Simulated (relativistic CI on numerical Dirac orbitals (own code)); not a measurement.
**Hyperfine structure of Ba³⁰⁺, mass number 137**

Computed by Dirac-Coulomb-Breit CI, separate exchange-only KLI orbitals for each configuration, model QED (radiative potential, 1s self-energy scaled to tabulated hydrogen-like ionisation energies), unscaled Slater integrals (own radial code, finite nucleus).

Configuration list (outside the closed core [Ne]): 3s2 3p6 3d8, 3s2 3p5 3d9, 3s2 3p4 3d10, 3s 3p6 3d9, 3p6 3d10, 3s 3p5 3d10, 3s2 3p6 3d7 4s, 3s2 3p6 3d7 4p, 3s2 3p6 3d7 4d, 3s2 3p4 3d9 4s, 3s2 3p5 3d8 4s, 3s2 3p6 3d7 4f, 3s2 3p4 3d9 4p, 3s2 3p5 3d8 4p, 3s2 3p4 3d9 4d, 3s 3p5 3d9 4s. Levels of other configurations are missing.

Nuclear spin I = 3/2, μ = 0.9375 μN, Q = 0.236 b (tables of Stone and Pyykkö). The electronic factors are computed for point nuclear moments, without core polarisation or the Bohr-Weisskopf and QED corrections.

```json
{"Level": "3s2 3p6 3d8 3F_4", "E (cm⁻¹)": "0", "A (MHz)": "8365", "B (MHz)": "-3860"}
{"Level": "3s2 3p6 3d8 1D_2", "E (cm⁻¹)": "49665", "A (MHz)": "8983", "B (MHz)": "3230"}
{"Level": "3s2 3p6 3d8 3F_3", "E (cm⁻¹)": "123955", "A (MHz)": "12020", "B (MHz)": "-2310"}
{"Level": "3s2 3p6 3d8 3P_2", "E (cm⁻¹)": "172377", "A (MHz)": "10190", "B (MHz)": "646"}
{"Level": "3s2 3p6 3d8 3P_1", "E (cm⁻¹)": "201924", "A (MHz)": "-832.3", "B (MHz)": "-2300"}
{"Level": "3s2 3p6 3d8 1G_4", "E (cm⁻¹)": "214094", "A (MHz)": "13130", "B (MHz)": "-12700"}
{"Level": "3s2 3p5 3d9 3F°_4", "E (cm⁻¹)": "2091037", "A (MHz)": "21010", "B (MHz)": "-36400"}
{"Level": "3s2 3p5 3d9 1D°_2", "E (cm⁻¹)": "2138920", "A (MHz)": "13690", "B (MHz)": "19100"}
```

Levels with J = 0, under 50 % of one LS term, or S terms without an open s electron are left out. Small factors come from cancelling terms and can be off by tens of per cent or more.

At this charge energies of transitions that change n are usually good to better than 1 %, and those within a shell (Δn = 0) to a few per cent. Terms inside the open d or f shell come out 10 to 20 % too wide with unscaled integrals.

Problem. Give the hyperfine levels of 3s2 3p6 3d8 3F_4 relative to its centre of gravity.

Solution. With K = F(F + 1) − I(I + 1) − J(J + 1), E = AK/2 + B[¾K(K + 1) − I(I + 1)J(J + 1)]/[2I(2I − 1)J(2J − 1)]: F = 5/2: -64630, F = 7/2: -32700, F = 9/2: 5871, F = 11/2: 49220 MHz.

LS names give the leading component of a level, which can be under half, so a name can repeat, a term be missing and a line seem to break the LS rules.
